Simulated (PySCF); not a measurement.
C5H8FN.
Structure used (GFN2-xTB), in Å, numbered top down from 1:
```xyz
15
C5H8FN angstrom
C      1.422   -0.041    1.316
C      0.797   -0.210   -0.039
N      1.405   -0.615   -1.073
C     -0.632    0.110   -0.210
C     -1.179   -0.088   -1.591
C     -1.447    0.551    0.745
F     -1.101    0.776    2.024
H      1.337    0.994    1.644
H      2.474   -0.317    1.283
H      0.913   -0.665    2.048
H      2.389   -0.830   -0.930
H     -2.233    0.168   -1.641
H     -1.039   -1.124   -1.889
H     -0.618    0.525   -2.292
H     -2.492    0.777    0.583
```

Computed at B3LYP/pcJ-1 (PySCF, non-relativistic), with Q(14N) = 0.02044 b: N3, 14N (I = 1): χzz = -4.855 MHz, η = 0.262.

Question: Find the zero-field quadrupole resonance frequencies of 14N at N3.

Answer: From ν± = (3/4)|χ|(1 ± η/3) and ν0 = |χ|η/2: ν+ 3.960 MHz, ν− 3.323 MHz, ν0 0.637 MHz (imine nitrogen).

In a crystal, neighbours and librations shift these lines. Isolated species at its GFN2-xTB geometry (one conformer only). GFN2-xTB bond lengths can be off by several hundredths of an ångström, more for odd bonds, and the gradients follow them. These gradients aren't converged with respect to the basis.
